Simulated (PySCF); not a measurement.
Compound: phenylsilane, C6H8Si.
Numbering: `[SiH3:1][c:2]1[cH:3][cH:4][cH:5][cH:6][cH:7]1`

Cartesian coordinates in Å at the PBE0-D3(BJ)/def2-TZVP level; atoms count from 1:
```xyz
15
C6H8Si angstrom
Si     2.3170   -0.0653    0.8317
C      0.5614   -0.0182    0.1968
C     -0.1437   -1.1970   -0.0484
C     -1.4517   -1.1644   -0.5102
C     -2.0769    0.0520   -0.7365
C     -1.3903    1.2349   -0.4996
C     -0.0845    1.1980   -0.0377
H      3.2192    0.7223   -0.0511
H      2.7821   -1.4766    0.8753
H      2.4050    0.5143    2.1995
H      0.3348   -2.1560    0.1226
H     -1.9831   -2.0910   -0.6955
H     -3.0983    0.0798   -1.0984
H     -1.8748    2.1884   -0.6767
H      0.4382    2.1330    0.1406
```

Probes without a nucleus sit at each ring's centroid and 1 Å off its mean plane on both sides; NICS is minus the shielding there, NICSzz its component along the normal. Level: GIAO B97-2/pcSseg-2 (PySCF, non-relativistic, gas phase) on the PBE0-D3(BJ)/def2-TZVP geometry, one conformer.

Ring bond lengths (Å): C2–C3 1.395, C3–C4 1.388, C4–C5 1.386, C5–C6 1.388, C6–C7 1.386, C7–C2 1.397.

Task: Give the NICS values of each ring in ppm.

Result: 
```json
{"ring": "C2–C3–C4–C5–C6–C7", "type": "6-membered carbocycle; formal bonds all aromatic", "NICS(0)": "-7.7", "NICS(1), two faces": "-9.9 / -9.9", "NICS(1)zz, two faces": "-29.0 / -28.9", "rms pucker (Å)": "0.00", "centre to ring atoms, mean (Å)": "1.39"}
```

Task: What do they say, and how far can they be read as aromaticity?

Result: 
- C2–C3–C4–C5–C6–C7: mean NICS(1)zz -28.9 ppm, shielded. For a flat ring without four-coordinate atoms the NICS criterion counts such a value as aromatic.

Task: What does the geometric index give? HOMA takes Krygowski's 1993 parameters.

Result: 
- C2–C3–C4–C5–C6–C7: HOMA 0.99 = 1 − EN − GEO, with mean bond length 1.390 Å, EN = α(Ropt − mean)² = 0.001 and GEO = α × variance = 0.005. The geometric and the magnetic index point the same way.

Task: At the second NICS(1) probe listed for ring C2–C3–C4–C5–C6–C7, 1 Å off the ring, what do the in-plane components average?

Result: The isotropic value is a third of the trace: (3 × -9.9 − (-28.9))/2 = -0.4 ppm.

Task: What are the shieldings of the ring atoms and their hydrogens in the same run (means over atoms taken as equivalent)?

Result: 
| atoms | environment | σ isotropic (ppm) | principal values of the symmetric part, first atom (ppm) |
| --- | --- | --- | --- |
| C2 | substituted aromatic carbon | 49.6 | -49.9, 7.5, 191.1 |
| C3 (×2) | aromatic CH carbon | 42.2 | -76.6, 35.4, 166.4 |
| C4 (×2) | aromatic CH carbon | 50.7 | -62.6, 39.3, 174.9 |
| C5 | aromatic CH carbon | 48.8 | -64.0, 33.7, 176.6 |
| H11 (×2) | aromatic hydrogen | 23.70 | 20.1, 22.3, 28.7 |
| H12 (×2) | aromatic hydrogen | 24.00 | 20.9, 23.7, 27.5 |
| H13 | aromatic hydrogen | 23.96 | 20.9, 23.8, 27.2 |

Task: How do the values depend on the level or the medium?

Result: 
```
                               level  NICS(0), C2–C3–C4–C5–C6–C7  mean NICS(1)zz, C2–C3–C4–C5–C6–C7
                 B97-2/pcSseg-2, gas                        -7.7                              -28.9
                   KT3/pcSseg-2, gas                        -7.6                              -27.8
                  PBE0/pcSseg-2, gas                        -7.6                              -29.1
               wB97X-D/pcSseg-2, gas                        -7.5                              -29.2
   WP04/pcSseg-2, IEF-PCM chloroform                        -8.2                              -28.5
wB97X-D/pcSseg-2, IEF-PCM chloroform                        -7.2                              -29.2
```

The geometry is the same throughout; the continuum's cavity takes Bondi-type radii × 1.2.
